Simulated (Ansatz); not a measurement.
`C=[C](C)[InH2]` + `OBF` → `FB[O][InH2]` + `C=CC` at 500 K and 1 bar (ligand exchange at the In–C bond).

Calculated with Ansatz (gas phase, PBE0-D4/def2-TZVP geometries, no zero-point term in ΔE). CBS: MP2 limit from def2 TZ/QZ plus the TZ coupled-cluster correction, frozen cores. This one scheme is used for every species. Elements past krypton have def2 core potentials. For In outer-core shells are correlated without core-valence functions, which leaves a few kJ/mol of doubt a bond. One conformer a species, not always the lowest.

```json
{"species": "`C=[C](C)[InH2]`", "CCSD(T)/CBS energy (Eh)": "-308.12640", "H − E (kJ/mol)": "257.9", "S (J/(mol·K))": "407.6"}
{"species": "`OBF`", "CCSD(T)/CBS energy (Eh)": "-201.07426", "H − E (kJ/mol)": "102.6", "S (J/(mol·K))": "282.2"}
{"species": "`FB[O][InH2]`", "CCSD(T)/CBS energy (Eh)": "-391.48685", "H − E (kJ/mol)": "121.8", "S (J/(mol·K))": "384.1"}
{"species": "`C=CC`", "CCSD(T)/CBS energy (Eh)": "-117.74610", "H − E (kJ/mol)": "238.4", "S (J/(mol·K))": "304.6"}
```

H − E and S are ideal-gas, rigid-rotor, harmonic terms from PBE0-D4/def2-TZVP, for one conformer and one mirror image of each species. 1 Eh = 2625.50 kJ/mol, R = 8.31446 J/(mol·K).

Task: By hand: ΔE, ΔH, ΔS and ΔG.

Result: ΔE = (-391.48685) + (-117.74610) − (-308.12640) − (-201.07426) = -0.03229 Eh = -84.8 kJ/mol. Δ(H − E) = 121.8 + 238.4 − 257.9 − 102.6 = -0.3, so ΔH = -85.1 kJ/mol. ΔS = 384.1 + 304.6 − 407.6 − 282.2 = -1.1 J/(mol·K). ΔG = -85.1 − 500 × (-1.1)/1000 = -84.5 kJ/mol.

Task: By hand: the equilibrium constant, and the temperature at which ΔG would vanish if ΔH and ΔS stayed fixed.

Result: log₁₀ K = −ΔG/(RT ln 10) = 8.8. ΔG = 0 at ΔH/ΔS = 77364 K, far beyond where these terms or the molecules hold.

The number of gas molecules stays the same, so ΔS is small and ΔH decides. A doubt of 5 kJ/mol in ΔE shifts log₁₀ K by 0.5 here. Other conformers and mirror images would add mixing entropy, several J/(mol·K) or more a flexible species. These are equilibria of isolated gas molecules and say nothing of rates. Largest T1 diagnostic: 0.016 (customary marks: 0.02 for closed shells, 0.045 for open ones).
